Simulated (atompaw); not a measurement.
## An all-electron radial function and its pseudo partner (Ar (Z = 18))

Columns: radius, all-electron u(r) and pseudo u(r) of the 3s shell (level -50.55 eV) of argon in the configuration [Ne] 3s2 3p4; PBE, scalar-relativistic, PAW (atompaw) scheme, atompaw 4.2.0.5.

```json
{"r (bohr)": "0.050", "all-electron": "0.2625", "pseudo": "0.0621"}
{"r (bohr)": "0.100", "all-electron": "0.0707", "pseudo": "0.1240"}
{"r (bohr)": "0.150", "all-electron": "-0.1866", "pseudo": "0.1855"}
{"r (bohr)": "0.200", "all-electron": "-0.3786", "pseudo": "0.2466"}
{"r (bohr)": "0.250", "all-electron": "-0.4751", "pseudo": "0.3070"}
{"r (bohr)": "0.300", "all-electron": "-0.4839", "pseudo": "0.3665"}
{"r (bohr)": "0.350", "all-electron": "-0.4253", "pseudo": "0.4248"}
{"r (bohr)": "0.400", "all-electron": "-0.3202", "pseudo": "0.4819"}
{"r (bohr)": "0.450", "all-electron": "-0.1872", "pseudo": "0.5372"}
{"r (bohr)": "0.500", "all-electron": "-0.0408", "pseudo": "0.5907"}
{"r (bohr)": "0.550", "all-electron": "0.1082", "pseudo": "0.6420"}
{"r (bohr)": "0.600", "all-electron": "0.2522", "pseudo": "0.6907"}
{"r (bohr)": "0.650", "all-electron": "0.3862", "pseudo": "0.7365"}
{"r (bohr)": "0.700", "all-electron": "0.5071", "pseudo": "0.7792"}
{"r (bohr)": "0.750", "all-electron": "0.6133", "pseudo": "0.8183"}
{"r (bohr)": "0.800", "all-electron": "0.7044", "pseudo": "0.8535"}
{"r (bohr)": "0.850", "all-electron": "0.7805", "pseudo": "0.8845"}
{"r (bohr)": "0.900", "all-electron": "0.8421", "pseudo": "0.9110"}
{"r (bohr)": "0.950", "all-electron": "0.8899", "pseudo": "0.9327"}
{"r (bohr)": "1.000", "all-electron": "0.9249", "pseudo": "0.9493"}
{"r (bohr)": "1.050", "all-electron": "0.9484", "pseudo": "0.9607"}
{"r (bohr)": "1.100", "all-electron": "0.9615", "pseudo": "0.9667"}
{"r (bohr)": "1.150", "all-electron": "0.9656", "pseudo": "0.9671"}
{"r (bohr)": "1.200", "all-electron": "0.9617", "pseudo": "0.9619"}
{"r (bohr)": "1.250", "all-electron": "0.9512", "pseudo": "0.9512"}
{"r (bohr)": "1.300", "all-electron": "0.9349", "pseudo": "0.9349"}
```

(1) How many radial nodes do the two functions have?

(2) Is the pseudo-wave norm-conserving?

## Answers

(1) The all-electron 3s function has n − l − 1 = 2; the pseudo-wave has 0, since the states of the same l below it are removed with the core.

(2) No, it belongs to a PAW set: the norm inside the radius is not constrained, and the difference is carried by the augmentation charge.
